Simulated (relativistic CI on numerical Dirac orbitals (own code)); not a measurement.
# Cr: calculation against measurement

Computed by Dirac-Coulomb-Breit CI, orbitals from a KLI potential per configuration, QED by a radiative potential, valence Slater integrals scaled by 0.85, configuration energies shifted to the measured levels that pair with them (semi-empirical) (own radial code, finite nucleus).

CI space (outside the closed core [Ar]): 3d⁵4s, 3d⁴4s², 3d⁵4p, 3d⁴4s4p, 3d⁵4d, 3d⁵4f, 3d⁶, 3d³4s²4p, 3d³4s4p², 3d⁴4s5s, 3d⁵5s, 3d⁴4p², 3d⁵5p, 3d⁴4s5p, 3d⁴4s4d, 3d⁴4s6s, 3d⁴4s5d, 3d⁴4s6p, 3d⁵6s, 3d⁴4s5g, 3d⁴4s4f, 3d⁴4s5f, 3d⁵5d, 3d⁴4s6d, 3d⁵6p, 3d³4s5s5p, 3d⁴4s6f, 3d⁵6d, 3d³4s²4f, 3d³4s²5s. Levels of other configurations are missing.

```tsv
Configuration	Term (tabulated)	J	Measured (cm⁻¹)	Computed	Error	Purity (%)
3d⁵4s	a 7S	3	0.0	0	0	97
3d⁵4s	a 5S	2	7593.2	8812	1219	91
3d⁴4s²	a 5D	0	7750.8	7751	0	93
3d⁴4s²	a 5D	1	7810.8	7810	-1	93
3d⁴4s²	a 5D	2	7927.5	7924	-3	93
3d⁴4s²	a 5D	3	8095.2	8089	-6	93
3d⁴4s²	a 5D	4	8307.6	8300	-8	93
3d⁵4s	a 5G	2	20517.4	22254	1737	97
3d⁵4s	a 5G	6	20519.6	22242	1723	97
3d⁵4s	a 5G	3	20520.9	22254	1733	97
3d⁵4s	a 5G	4	20523.7	22253	1729	97
3d⁵4s	a 5G	5	20523.9	22250	1726	97
3d⁵4s	a 5P	3	21840.8	25020	3179	95
3d⁵4s	a 5P	2	21847.9	25025	3177	95
3d⁵4s	a 5P	1	21856.9	25033	3176	96
3d⁴4s²	a 3P	0	23163.3	24144	981	89
3d⁵4p	z 7P°	2	23305.0	22888	-417	73
3d⁵4p	z 7P°	3	23386.3	22953	-434	73
3d⁵4p	z 7P°	4	23498.8	23040	-459	74
3d⁴4s²	a 3P	1	23512.0	24483	971	89
3d⁴4s²	a 3P	2	24093.2	25076	983	88
3d⁴4s4p	z 7F°	0	24971.2	25147	175	99
3d⁴4s4p	z 7F°	1	25010.6	25183	173	99
3d⁴4s4p	z 7F°	2	25089.2	25257	167	99
3d⁴4s4p	z 7F°	3	25206.0	25366	160	99
3d⁴4s4p	z 7F°	4	25359.6	25509	149	99
3d⁴4s4p	z 7F°	5	25548.6	25686	137	99
3d⁴4s4p	z 7F°	6	25771.4	25895	123	99
3d⁵4p	z 5P°	3	26787.5	27242	454	92
3d⁵4p	z 5P°	2	26796.3	27221	424	87
3d⁵4p	z 5P°	1	26801.9	27197	395	67
3d⁴4s4p	z 7D°	1	27300.2	27270	-31	72
3d⁴4s4p	z 7D°	2	27382.2	27330	-52	93
3d⁴4s4p	z 7D°	3	27500.4	27434	-67	98
3d⁴4s4p	z 7D°	4	27649.7	27572	-78	99
3d⁴4s4p	y 7P°	2	27728.9	27742	13	72
3d⁴4s4p	y 7P°	3	27820.2	27831	10	73
3d⁴4s4p	z 7D°	5	27825.5	27741	-85	99
3d⁴4s4p	y 7P°	4	27935.3	27943	8	73
```

Measured levels from NIST Handbook of Basic Atomic Spectroscopic Data (Sansonetti and Martin, J. Phys. Chem. Ref. Data 34, 1559 (2005)); pairs were made by configuration, J and term (by order where the table uses no LS term), so strongly mixed levels may be paired wrongly.

Mean error by configuration (cm⁻¹): 3d⁵4s 2155; 3d⁴4s² 365; 3d⁵4p -6; 3d⁴4s4p 54. Over the excited levels the mean absolute error is 694 cm⁻¹ (38 of the 38 excited levels that our extract of the source holds in range could be paired), and the median relative error of those above 1,000 cm⁻¹ is 0.7 %, both after the shifts were fitted to these levels, so that a configuration with one level shows no error.

Transition probabilities of persistent lines. The last column rescales the computed rate by the cube of measured over computed energy:

| λ measured (Å) | Lower | Upper | A tabulated (s⁻¹) | A computed | A rescaled |
| --- | --- | --- | --- | --- | --- |
| 3578.68 air | 3d⁵4s a 7S3 | 3d⁴4s4p y 7P°4 | 1.48e+08 | 1.38e+08 | 1.38e+08 |
| 3593.48 air | 3d⁵4s a 7S3 | 3d⁴4s4p y 7P°3 | 1.50e+08 | 1.39e+08 | 1.38e+08 |
| 3605.32 air | 3d⁵4s a 7S3 | 3d⁴4s4p y 7P°2 | 1.62e+08 | 1.39e+08 | 1.39e+08 |
| 4254.33 air | 3d⁵4s a 7S3 | 3d⁵4p z 7P°4 | 3.15e+07 | 4.79e+07 | 5.08e+07 |
| 4274.81 air | 3d⁵4s a 7S3 | 3d⁵4p z 7P°3 | 3.07e+07 | 4.63e+07 | 4.90e+07 |
| 4289.73 air | 3d⁵4s a 7S3 | 3d⁵4p z 7P°2 | 3.16e+07 | 4.51e+07 | 4.76e+07 |
| 5206.02 air | 3d⁵4s a 5S2 | 3d⁵4p z 5P°2 | 5.14e+07 | 5.40e+07 | 6.13e+07 |
| 5208.41 air | 3d⁵4s a 5S2 | 3d⁵4p z 5P°3 | 5.06e+07 | 5.69e+07 | 6.43e+07 |

Configurations whose levels could be paired with our table of measured levels were shifted onto them, all but the ground configuration, by the median error of their levels; single terms can still be off by 1,000 to 2,000 cm⁻¹ or more, and rates follow the energies as ν³ (E1, M1) or ν⁵ (E2). The others borrow a shift and can be off by several thousand cm⁻¹ or more. The fine structure of a lone outer electron comes out too small, for d and f at times inverted, and misplaced configurations move strength between like terms. 38 of the 38 excited levels that our extract of the measured tables holds in this range could be paired (the sources list more); they are missed by 694 cm⁻¹ on average and 3179 at most, after the shifts were fitted to these levels, and levels without a partner can miss by more.

Shifts applied (cm⁻¹): 3d⁵4s 0; 3d⁴4s² 2780; 3d⁵4p 267; 3d⁴4s4p 6126.
